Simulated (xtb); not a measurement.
CH4AlO (SMILES [CH3][Al+][OH]), charge +1, singlet, at a GFN2-xTB geometry (such geometries of metal compounds can be far from the true shape); GFN1-xTB run with xtb 6.7.1.

Input for xtb:
```
$ xtb mol.xyz --gfn 1 --chrg 1 --opt --json

# file mol.xyz
7

Al     0.01378599    -0.08771531     0.05941353
C     -0.23964694     1.52478693    -1.03280691
H     -0.97632662     2.17684818    -0.54640708
H     -0.60085771     1.23286648    -2.02717849
H      0.71891160     2.05116469    -1.12531413
O      0.22145958    -1.40906733     0.95442481
H      0.34525979    -2.19676333     1.48796681
```

The log (banner, timings and long lists left out):

```
   ID    Z sym.   atoms
    1   13 Al     1
    2    6 C      2
    3    1 H      3-5, 7
    4    8 O      6

           -------------------------------------------------
          |                Calculation Setup                |
           -------------------------------------------------

           -------------------------------------------------
          |                 G F N 1 - x T B                 |
           -------------------------------------------------

          ...................................................
          :                      SETUP                      :
          :.................................................:
          :  # basis functions                  26          :
          :  # atomic orbitals                  25          :
          :  # shells                           15          :
          :  # electrons                        16          :
          :  # halogen bonds                     0          :
          :  max. iterations                   250          :
          :  Hamiltonian                  GFN1-xTB          :
          :  restarted?                      false          :
          :  GBSA solvation                  false          :
          :  PC potential                    false          :
          :  electronic temp.          300.0000000     K    :
          :  accuracy                    1.0000000          :
          :  -> integral cutoff          0.2500000E+02      :
          :  -> integral neglect         0.1000000E-07      :
          :  -> SCF convergence          0.1000000E-05 Eh   :
          :  -> wf. convergence          0.2000000E-04 e    :
          :  Broyden damping             0.4000000          :
          :  net charge                          1          :
          :  unpaired electrons                  0          :
          ...................................................

 iter      E             dE          RMSdq      gap      omega  full diag
   1     -9.9091171 -0.990912E+01  0.636E+00    5.07       0.0  T
   2     -9.9205946 -0.114774E-01  0.371E+00    5.06       1.0  T
   3     -9.9194292  0.116538E-02  0.798E-01    5.06       1.0  T
   4     -9.9209172 -0.148801E-02  0.198E-01    5.06       1.0  T
   5     -9.9212859 -0.368726E-03  0.101E-01    5.06       1.0  T
   6     -9.9213246 -0.386841E-04  0.506E-03    5.06       7.5  T
   7     -9.9213247 -0.858743E-07  0.278E-03    5.06      13.6  T
[...]
         :: total energy              -9.829258481490 Eh    ::
 * total energy  :    -9.8292585 Eh     change       -0.3494272E-10 Eh
 * total energy  :    -9.8298670 Eh     change       -0.6085111E-03 Eh
 * total energy  :    -9.8299122 Eh     change       -0.4522451E-04 Eh
 * total energy  :    -9.8299183 Eh     change       -0.6055214E-05 Eh
 * total energy  :    -9.8299188 Eh     change       -0.5010497E-06 Eh
   *** GEOMETRY OPTIMIZATION CONVERGED AFTER 5 ITERATIONS ***
         :: total energy              -9.829918773391 Eh    ::
[...]
        15                         -0.2936257              -7.9900
        16                         -0.2540829              -6.9139
        17                         -0.2540829              -6.9139
        18                         -0.1266165              -3.4454
        19                         -0.1266165              -3.4454
       ...                                ...                  ...
        25                          0.8882537              24.1706
      -------------------------------------------------------------
                  HL-Gap            0.1920250 Eh            5.2253 eV
             Fermi-level           -0.6175360 Eh          -16.8040 eV

  Mulliken/CM5 charges         n(s)   n(p)   n(d)
     1Al    0.75278  0.70432   1.156  0.783  0.308
     2C    -0.04047 -0.14935   1.064  2.976  0.000
     3H     0.12757  0.18290   0.872  0.000  0.000
     4H     0.12757  0.18290   0.872  0.000  0.000
     5H     0.12757  0.18290   0.872  0.000  0.000
     6O    -0.53283 -0.71499   1.620  4.913  0.000
     7H     0.43780  0.61133   0.562  0.000  0.000

Wiberg/Mayer (AO) data.
largest (>0.10) Wiberg bond orders for each atom

 ---------------------------------------------------------------------------
     #   Z sym  total        # sym  WBO       # sym  WBO       # sym  WBO
 ---------------------------------------------------------------------------
     1  13 Al   2.801 --     6 O    1.448     2 C    1.154
     2   6 C    3.978 --     1 Al   1.154     4 H    0.915     3 H    0.915
                             5 H    0.915
     3   1 H    0.979 --     2 C    0.915
     4   1 H    0.979 --     2 C    0.915
     5   1 H    0.979 --     2 C    0.915
     6   8 O    2.271 --     1 Al   1.448     7 H    0.765
     7   1 H    0.805 --     6 O    0.765
 ---------------------------------------------------------------------------

Topologies differ in total number of bonds
Writing topology from bond orders to xtbtopo.mol

 dipole moment from electron density (au)
     X       Y       Z
  -0.0934   0.5943  -0.4025  total (Debye):    1.840

optimized geometry written to: xtbopt.xyz

           -------------------------------------------------
          | TOTAL ENERGY               -9.829918773391 Eh   |
          | GRADIENT NORM               0.000205237335 Eh/α |
          | HOMO-LUMO GAP               5.225265977486 eV   |
           -------------------------------------------------

normal termination of xtb
```
